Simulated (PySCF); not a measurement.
A structure optimised at PBE-D3(BJ)/def2-SVP, used in a PySCF frequency run:

```xyz
13

Si     0.2706     0.3066    -0.3616
C      2.0008    -0.3409    -0.5817
O      0.3390     1.5500     0.7704
O     -0.6523    -0.9930     0.1714
C     -2.0434    -0.9194     0.3923
H     -0.3637     0.8342    -1.6282
H      2.0103    -1.2114    -1.2669
H      2.6677     0.4424    -0.9932
H      2.4082    -0.6650     0.3970
H     -0.4252     2.1502     0.7797
H     -2.2972    -0.2634     1.2581
H     -2.4285    -1.9359     0.6171
H     -2.5973    -0.5371    -0.4989
```

Problem. Write its SMILES and formula.

Solution. CO[SiH](C)O, C2H8O2Si

Problem. What are its rotational constants (standard atomic weights)?

Solution. 5.8774, 2.8177, 2.1136 GHz
